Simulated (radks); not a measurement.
Species: Kr14+. Configuration: [Ar] 3d(3/2: 3, 5/2: 1) (the NIST ground configuration). Method: Dirac Kohn-Sham, relativistic LDA (MacDonald-Vosko exchange, VWN5 correlation), spin-unpolarised, spherical densities, finite nucleus; Fermi nuclear charge, rms radius 4.1884 fm; computed with a radial shooting solver on a logarithmic mesh with Libxc functionals. Some entries of the table are withheld. Estimate them.

orbital,occ.,eigenvalue (eV),<r> (bohr)
1s1/2,2,-14515.84,(1)
2s1/2,2,-2292.151,0.1833
2p1/2,2,-2117.594,(2)
2p3/2,4,-2063.996,(3)
3s1/2,2,-642.5606,(4)
3p1/2,2,(5),(6)
3p3/2,4,(7),(8)
3d3/2,3,(9),0.4602
3d5/2,1,(10),0.4625

Answer. 
(1) 1s1/2 <r> (bohr): 0.04163
(2) 2p1/2 <r> (bohr): 0.1572
(3) 2p3/2 <r> (bohr): 0.1611
(4) 3s1/2 <r> (bohr): 0.4957
(5) 3p1/2 eigenvalue (eV): -580.7581
(6) 3p1/2 <r> (bohr): 0.4874
(7) 3p3/2 eigenvalue (eV): -571.0778
(8) 3p3/2 <r> (bohr): 0.4951
(9) 3d3/2 eigenvalue (eV): -466.7205
(10) 3d5/2 eigenvalue (eV): -464.8663
